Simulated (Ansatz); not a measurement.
**Relative stability**

The two ends of one reaction step of GaNH6O, closed shell (PBE0-D4/def2-TZVP).

A:

| atom | x (Å) | y (Å) | z (Å) |
| --- | --- | --- | --- |
| Ga1 | -0.8288 | -0.4767 | -0.3069 |
| N2 | 0.9754 | 0.6720 | -0.3720 |
| H3 | -0.5285 | -1.5671 | -1.3997 |
| H4 | -1.9713 | 0.6057 | -0.4275 |
| H5 | 1.3344 | 0.4344 | 0.5496 |
| O6 | -0.4100 | -0.9918 | 1.4062 |
| H7 | 1.6461 | 0.3853 | -1.0747 |
| H8 | 0.8511 | 1.6755 | -0.4281 |
| H9 | -1.0683 | -0.7372 | 2.0531 |

B:

```xyz
9
angstrom
Ga -0.6816 -0.2624 -0.6723
N 0.9317 0.7143 -0.4875
H -0.6000 -1.6117 -1.4573
H -1.9890 0.5635 -0.3948
H 0.5978 -0.2208 1.1899
O -0.1426 -0.8553 1.3538
H 1.7128 0.4345 -1.0643
H 0.8680 1.7223 -0.5145
H -0.6970 -0.4844 2.0469
```

Computed with Ansatz 0.2.0 (basis: def2-TZVPP); correlated methods freeze the cores. Filled d shells of the heavier atoms are correlated. The def2 sets are not built for correlating such inner shells, so the correlated values are less sure here. B3LYP uses VWN-RPA correlation.

(1) Which structure is lower at CCSD(T), and by how much? (Judge from chemistry; the value comes from the calculation.)

No T1 diagnostic of these runs exceeds 0.013.

Answers

(1) The calculation gives: A, by 55.3 kJ/mol (electronic energy, against the other). By their contacts, A is GaNH₆O ([NH3][GaH2][OH]) and B is GaNH₆O ([NH2][GaH2][OH2]).

All methods give the same order:

```tsv
method	E(B) − E(A) (kJ/mol)
SPW92	41.7
PBE-D4	48.7
BLYP-D4	52.1
r2SCAN-D4	54.8
B97M-V	58.0
PBE0-D4	52.6
B3LYP-D4	55.0
r2SCAN0-D4	56.3
BHLYP-D4	59.8
CAM-B3LYP-D4	55.7
wB97X-V	56.6
wB97M-V	52.9
B2PLYP	56.2
PBE-QIDH	55.8
RPA on PBE	54.9
HF	69.4
MP2	55.0
CCSD	57.5
CCSD(T)	55.3
```

Labels in which every atom is bracketed show which atoms are joined, not bond orders.

For scale, one of the runs: CCSD(T)/def2-TZVPP, 194 basis functions, launched by `ansatz run in.yaml --threads 4 --pin off --events-out ev --progress --plain --max-ram 9574MiB`. The run took 78 s on 4 CPU threads of an Intel Xeon (shared host), with 2.3 GiB of host memory at its peak.
